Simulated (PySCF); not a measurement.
A structure optimised at B3LYP-D3(BJ)/def2-SVP, used in a PySCF frequency run:

```
Sn
F 1 1.9187
F 1 1.9187 2 106.61
F 1 1.9187 2 106.61 3 -113.60
Br 1 2.4508 2 112.20 3 123.20
```
Charge 0, spin multiplicity 1.

Question: Write its SMILES, formula and point group.

Answer: [F][Sn]([F])([F])[Br], BrF3Sn, C3v

Question: What are its rotational constants (standard atomic weights)?

Answer: 2.8096, 0.99791, 0.99791 GHz
